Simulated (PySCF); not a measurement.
A GIAO shielding run with PySCF 2.14.0 with density-fitted response routines (density fitting, non-relativistic, gas phase) on `OC[C@@H]1C[C@H]2C=C[C@@H]1C2`, C$_{8}$H$_{12}$O:

```
$ OMP_NUM_THREADS=1 python probes_run.py task.json out

{"job": {"kind": "nmr", "xc": "PBE0", "basis": "pcSseg-1"}, "charge": 0, "multiplicity": 1}
O      2.883731    -0.534181     1.014794
C      1.909824    -0.841485     0.045398
C      0.805688     0.215166    -0.041376
C      0.036406     0.390164     1.284112
C     -1.429581     0.108655     0.881779
C     -1.820700     1.232827    -0.043868
C     -1.162908     1.057898    -1.182256
C     -0.321230    -0.184767    -1.030721
C     -1.235230    -1.023188    -0.130982
H      3.237451     0.342871     0.829466
H      2.377977    -0.960358    -0.944378
H      1.501988    -1.807953     0.348117
H      1.265838     1.157904    -0.358411
H      0.151890     1.389040     1.703069
H      0.380372    -0.332567     2.023346
H     -2.095790    -0.076991     1.720352
H     -2.468100     2.044861     0.232447
H     -1.143120     1.695565    -2.047380
H      0.036006    -0.641617    -1.950640
H     -2.160702    -1.307610    -0.629688
H     -0.758731    -1.907291     0.286713
```

Hardware: 1 thread of an Arm Neoverse V1, shared host. The job also computes population analyses, field gradients, ring-centre shieldings.

Question: How large is the calculation?

Answer: 68 electrons, 213 basis functions and 1097 auxiliary functions.

Question: How long does it take, and how much memory does it need?

Answer: 46 s of wall time, with 14 SCF cycles and 4 response iterations; peak memory 0.84 GiB. Times on a shared host scatter by some tens of per cent.
